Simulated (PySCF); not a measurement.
## Dipole moment and polarisability of (MgS)3 ring

(MgS)3 ring, Mg₃S₃.
Geometry (PBE0-D3(BJ)/def2-SVP, Å), atoms numbered from 1 in this order:
```xyz
6
Mg3S3 angstrom
Mg    -1.041    1.149    1.029
S     -0.575   -0.619    2.427
Mg     0.614   -1.610    0.728
S      1.436   -1.585   -1.419
Mg     0.421    0.453   -1.760
S     -0.857    2.212   -1.005
```

Level: CAM-B3LYP/def2-SVPD (PySCF), static field, nuclei fixed, core orbitals frozen in the response. The polarisability tensor in these axes (au):

```
x   122.35 -18.17 -12.33
y   -18.17 144.68  -7.06
z   -12.33  -7.06 149.98
```

**Question.** Give the principal values, the mean and the anisotropy Δα = √{½[(α1 − α2)² + (α2 − α3)² + (α1 − α3)²]}.

**Answer.** Principal values 107.44, 154.63 and 154.93 au; mean 139.00 au = 20.60 Å³ = 22.92 × 10⁻⁴⁰ C²·m²/J; Δα = 47.35 au (34 % of the mean).

**Question.** What is the dipole moment?

**Answer.** 0.06 D at this geometry.

**Question.** Refractivity n − 1 of an ideal gas of it at 298.15 K and 1 atm, from the electronic α?

**Answer.** N = p/kT = 2.4615 × 10¹⁹ cm⁻³, so n − 1 = 2π × N × 20.60 × 10⁻²⁴ cm³ = 3186 × 10⁻⁶ at long wavelengths, for an ideal gas.

**Question.** In TDDFT the mean static polarisability is Σ f/ω² over all singlet excitations (ω in hartree). How much of it do the 10 lowest give? Their energies (eV) and oscillator strengths: 3.69, 0.0000; 3.69, 0.0000; 4.12, 0.0924; 4.46, 0.0890; 4.47, 0.0904; 4.68, 0.0000; 4.71, 0.0000; 4.84, 0.0000; 4.85, 0.0000; 4.88, 0.0000.

**Answer.** They add up to 10.70 au, 7.7 % of the 139.00 au; the largest single term is 4.04 au, from the state at 4.12 eV. Terms in order: 0.00, 0.00, 4.04, 3.31, 3.35, 0.00, 0.00, 0.00, 0.00, 0.00 au. Higher excitations give the rest. The strengths listed sum to 0.272.

**Question.** Find the Langevin capture rate constant for NO+ (29.998 u) meeting this molecule (167.871 u), k = 2.342 × 10⁻⁹ cm³/s × √(α in Å³ / reduced mass in u).

**Answer.** The reduced mass is 25.45 u, so k = 2.11 × 10⁻⁹ cm³/s.

**Question.** What depolarisation ratio follows for Rayleigh scattering of linearly polarised light, taking the static tensor?

**Answer.** ρ = 3Δα²/(45ᾱ² + 4Δα²) = 6724.7/(869457 + 8966.3) = 0.00766.

Isolated species at its PBE0-D3(BJ)/def2-SVP geometry (one conformer only).

The run behind these numbers computed excited states as well. On an Arm Neoverse V1 with one thread, on a shared host, this took 33 s wall.
